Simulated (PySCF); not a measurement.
GaI3 (SMILES [I][Ga]([I])[I]), singlet, geometry from GFN2-xTB (such geometries of metal compounds can be far from the true shape) (core potentials on I). Base run: HF/def2-SVP (PySCF).

The PySCF input:
```python
from pyscf import gto, scf

mol = gto.M(
    atom='''
Ga    0.00000000    0.00000000   -0.00000000
I    -2.05971396   -1.43007518   -0.04666271
I     0.01567297    2.21489414   -1.17631302
I     2.04404099   -0.78481896    1.22297573
''',
    basis='def2-svp',
    ecp={'I': 'def2-svp'},
    verbose=4,
)

mf = scf.RHF(mol)
mf.kernel()
mo_i, mo_e, stable_i, stable_e = mf.stability(internal=True, external=True, return_status=True, nroots=6, tol=1e-6)
print('internally stable:', stable_i, ' externally stable:', stable_e)
if not stable_e:
    umf = mf.to_uhf() if not hasattr(mf, 'xc') else mf.to_uks()
    umf.scf_summary = {}
    umf.kernel(umf.make_rdm1(mo_e, umf.mo_occ))
mf.analyze()
```

The bond that is stretched is that between atoms 3 and 1. A test that says stable can miss a lower solution.

Variants of this job, named by their change:

```tsv
change	ΔE vs base (kcal/mol)	<S^2>	E after following the instability (Eh)	<S^2> there	HOMO-LUMO gap (eV)	stability test says	outcome
base	0.000	0.000	-	-	10.75	stable	converged
bond × 1.25	27.43	0.000	-	-	8.53	stable	converged
bond × 1.5	60.56	0.000	-2813.06253	0.81	6.53	external instability	converged
bond × 1.8	88.8	0.000	-2813.05655	0.99	4.61	external instability	converged
bond × 2.2	110.9	0.000	-2813.05578	1.02	3.17	external instability	converged
bond × 3.0	-	-	-	-	-	-	not converged
```

Where a bond breaks into two radicals, a solution with restricted orbitals usually stops being the lowest and lies too high; an unrestricted one lies lower at the price of spin contamination, which <S^2> shows.
